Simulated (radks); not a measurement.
Values are calculated unless marked as measured or tabulated.
Lu2+, configuration [Kr] 4d10 4f14 5s2 5p5 6s2 (not the ground configuration).

Code: a radial shooting solver on a logarithmic mesh with Libxc functionals. Model: scalar-relativistic Kohn-Sham, PBE, spin-polarised, spherical densities, finite nucleus; open shells are filled with parallel spins first (spin-orbit coupling, left out, can overturn this in heavy ions); Fermi nuclear charge, rms radius 5.37 fm.

Energy parts (hartree):
| part | energy |
|---|---|
| total | -14559.5593 |
| kinetic | 15904.4649 |
| electron-nucleus | -35817.0293 |
| Hartree | 5652.3681 |
| exchange-correlation | -299.3630 |

Orbitals (lengths in bohr, moments of r in powers of bohr; <r^-3> diverges for s and p1/2; r(90%) holds 90 % of the orbital's charge):
1s up: occ. 1; eigenvalue (hartree) -2324.378; r(90%) 0.0351; <1/r> 82.19
1s down: occ. 1; eigenvalue (hartree) -2324.375; r(90%) 0.0351; <1/r> 82.19
2s up: occ. 1; eigenvalue (hartree) -396.4061; r(90%) 0.127; <1/r> 19.18
2s down: occ. 1; eigenvalue (hartree) -396.4045; r(90%) 0.127; <1/r> 19.18
2p up: occ. 3; eigenvalue (hartree) -348.9043; r(90%) 0.119; <r^-3> 16860; <1/r> 17.56
2p down: occ. 3; eigenvalue (hartree) -348.9017; r(90%) 0.119; <r^-3> 16860; <1/r> 17.56
3s up: occ. 1; eigenvalue (hartree) -90.49196; r(90%) 0.312; <1/r> 7.091
3s down: occ. 1; eigenvalue (hartree) -90.49060; r(90%) 0.312; <1/r> 7.091
3p up: occ. 3; eigenvalue (hartree) -76.23097; r(90%) 0.317; <r^-3> 3698; <1/r> 6.589
3p down: occ. 3; eigenvalue (hartree) -76.22929; r(90%) 0.317; <r^-3> 3698; <1/r> 6.589
3d up: occ. 5; eigenvalue (hartree) -59.09425; r(90%) 0.299; <r^-3> 483.6; <1/r> 6.237
3d down: occ. 5; eigenvalue (hartree) -59.09244; r(90%) 0.299; <r^-3> 483.6; <1/r> 6.237
4s up: occ. 1; eigenvalue (hartree) -18.70259; r(90%) 0.687; <1/r> 2.999
4s down: occ. 1; eigenvalue (hartree) -18.69964; r(90%) 0.687; <1/r> 2.999
4p up: occ. 3; eigenvalue (hartree) -14.02404; r(90%) 0.739; <r^-3> 842.1; <1/r> 2.733
4p down: occ. 3; eigenvalue (hartree) -14.02085; r(90%) 0.739; <r^-3> 842.1; <1/r> 2.733
4d up: occ. 5; eigenvalue (hartree) -7.91663; r(90%) 0.824; <r^-3> 92.91; <1/r> 2.418
4d down: occ. 5; eigenvalue (hartree) -7.91220; r(90%) 0.823; <r^-3> 92.98; <1/r> 2.419
4f up: occ. 7; eigenvalue (hartree) -1.21575; r(90%) 1.22; <r^-3> 13.98; <1/r> 1.838
4f down: occ. 7; eigenvalue (hartree) -1.20434; r(90%) 1.21; <r^-3> 14.08; <1/r> 1.845
5s up: occ. 1; eigenvalue (hartree) -3.10459; r(90%) 1.66; <1/r> 1.146
5s down: occ. 1; eigenvalue (hartree) -3.07054; r(90%) 1.67; <1/r> 1.148
5p up: occ. 3; eigenvalue (hartree) -1.99532; r(90%) 1.97; <r^-3> 113.1; <1/r> 0.9641
5p down: occ. 2; eigenvalue (hartree) -1.96034; r(90%) 1.98; <r^-3> 113.0; <1/r> 0.9630
6s up: occ. 1; eigenvalue (hartree) -0.71997; r(90%) 4.16; <1/r> 0.4360
6s down: occ. 1; eigenvalue (hartree) -0.71397; r(90%) 4.19; <1/r> 0.4324

The highest occupied level is 6s down at -19.428 eV. Spin moment in Bohr magnetons: 1. The electron density at the nucleus is 1.177e+06 e/bohr^3 (large components only). Summed over all electrons, <r^2> = 48.27 bohr^2, which gives a Langevin (diamagnetic) susceptibility term of -38.2 x 10^-6 cm^3/mol. The density falls to 0.001 e/bohr^3 at r = 4.34 bohr.
